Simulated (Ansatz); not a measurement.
# From O to Se: the HOMO–LUMO gap

One atom is swapped for its congeners: GeH2(OH); GeH2(SH); GeH2(SeH). All are doublets with charge 0.

Shapes, held fixed at every level: PBE0-D4/def2-TZVP. Flexible molecules stand in one conformer, not always the lowest. Programs: Ansatz 0.2.0. Values in eV.

```json
{"level": "PBE-D4/def2-TZVPP", "GeH2(OH)": "1.31", "GeH2(SeH)": "1.08"}
{"level": "r2SCAN-D4/def2-TZVPP", "GeH2(OH)": "2.08", "GeH2(SeH)": "1.75"}
{"level": "BHLYP-D4/def2-TZVPP", "GeH2(OH)": "5.26", "GeH2(SeH)": "4.71"}
{"level": "r2SCAN0-D4/def2-TZVPP", "GeH2(OH)": "3.99", "GeH2(SeH)": "3.51"}
{"level": "wB97X-V/def2-TZVPP", "GeH2(OH)": "7.51", "GeH2(SeH)": "6.95"}
{"level": "wB97M-V/def2-TZVPP", "GeH2(OH)": "7.27", "GeH2(SeH)": "6.73"}
```

**Question.** Estimate the column for GeH2(SH) from its neighbours.

**Answer.** The mean of the neighbours at wB97M-V/def2-TZVPP is 7.00 eV, against 6.87 from the run: the member lies nearer Se. All rows: PBE-D4/def2-TZVPP 1.14; r2SCAN-D4/def2-TZVPP 1.85; BHLYP-D4/def2-TZVPP 4.87; r2SCAN0-D4/def2-TZVPP 3.65; wB97X-V/def2-TZVPP 7.11; wB97M-V/def2-TZVPP 6.87 eV. At wB97M-V/def2-TZVPP the HOMO–LUMO gap falls at every step, from 7.27 to 6.73 eV. Every level shows the same order. Open shells run unrestricted unless RO is named. Relativity is left out for Ge, Se unless named. Orbital gaps aren't excitation energies, and the LUMO depends on the basis.
